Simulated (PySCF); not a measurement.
## Telling isomers of C4H9O2PSi apart by NMR

How the numbers were obtained: geometry: GFN2-xTB, σ from GIAO-PBE0/pcSseg-1, in PySCF 2.14.0 with density-fitted response routines (a single conformation, non-relativistic, no solvent model, rapidly exchanging positions averaged).

Chemical shifts δ = σref − σ; ¹H (σ = 31.72 ppm), ¹³C (σ = 186.93 ppm) vs TMS, all at this level. Splittings of carbon signals by F and P are missing where no couplings were computed. Where no couplings were computed, multiplicities follow the n + 1 count of equivalent neighbours, and m marks all less simple cases (inequivalent or close neighbours, rings, F or P nearby). Shifts are as computed. Against solution values, carbons near 30 ppm lie about +3 ppm off and those near 130 ppm about +5 ppm. Of 1309 compounds with measured shifts, 239 miss one by over three times the rms of a fit or turn the order of signals round; such compounds aren't used in these exercises.

(1) Tabulate the signals of `CO[C@@H]1C(=O)C[Si@@H]1P`, `O=CO[Si@H](P)C1CC1`, `C=CCC(=O)O[SiH2]P`, `CC(=O)/C=C\O[SiH2]P` and their relative energies.

(2) What is the quickest way to tell CO[C@@H]1C(=O)C[Si@@H]1P from C=CCC(=O)O[SiH2]P?

(3) What is the quickest way to tell C=CCC(=O)O[SiH2]P from CC(=O)/C=C\O[SiH2]P?

(4) What is the quickest way to tell CO[C@@H]1C(=O)C[Si@@H]1P from CC(=O)/C=C\O[SiH2]P?

## Answers

(1) 
| SMILES | carbon types | δC | δH | E rel. (kcal/mol) |
| --- | --- | --- | --- | --- |
| CO[C@@H]1C(=O)C[Si@@H]1P | 1×C 1×CH 1×CH2 1×CH3 | 205.9, 94.3, 62.6, 43.5 | 4.73 (m, 1H), 3.99 (m, 1H), 3.54 (s, 3H), 3.21 (m, 1H), 2.54 (m, 1H), 1.46 (m, 2H) | 43.2 |
| O=CO[Si@H](P)C1CC1 | 2×CH 2×CH2 | 166.3, 4.8, 3.1, 0.0 | 7.96 (m, 1H), 5.96 (m, 1H), 1.61 (m, 2H), 0.79 (m, 1H), 0.75 (m, 1H), 0.71 (m, 1H), 0.46 (m, 1H), -0.27 (m, 1H) | 0.0 |
| C=CCC(=O)O[SiH2]P | 1×C 1×CH 2×CH2 | 177.7, 140.4, 125.1, 48.9 | 6.32 (m, 1H), 5.53 (m, 1H), 5.49 (m, 2H), 5.47 (m, 1H), 3.07 (d, 2H), 1.56 (m, 2H) | 1.7 |
| CC(=O)/C=C\O[SiH2]P | 1×C 2×CH 1×CH3 | 195.8, 155.8, 113.3, 34.3 | 6.73 (m, 1H), 5.73 (m, 2H), 5.54 (d, 1H), 2.10 (s, 3H), 1.09 (m, 2H) | 12.6 |

Energies are electronic energies at PBE0/pcSseg-1 on these geometries, without zero-point or thermal terms, each for the one conformer computed, which needn't be the lowest.

(2) Both give the same number of carbon signals, but DEPT or the intensities differ. The first has a methyl carbon bonded to O (CH3) at 62.6 ppm, the second a terminal =CH2 carbon at 125.1 ppm. Their most deshielded carbons lie at 205.9 and 177.7 ppm. In the proton spectra the most deshielded non-exchanging signals are 4.73 (m, 1H) and 6.32 (m, 1H).

(3) Both give the same number of carbon signals, but DEPT or the intensities differ. The first has a terminal =CH2 carbon at 125.1 ppm, the second a methyl carbon α to a carbonyl (CH3) at 34.3 ppm. Their most deshielded carbons lie at 177.7 and 195.8 ppm. In the proton spectra the most deshielded non-exchanging signals are 6.32 (m, 1H) and 6.73 (m, 1H).

(4) Both give the same number of carbon signals, but DEPT or the intensities differ. The first has an sp3 CH2 bonded to Si, α to a carbonyl at 43.5 ppm, the second an alkene carbon bearing oxygen (CH) at 155.8 ppm. Their most deshielded carbons lie at 205.9 and 195.8 ppm. In the proton spectra the most deshielded non-exchanging signals are 4.73 (m, 1H) and 6.73 (m, 1H).
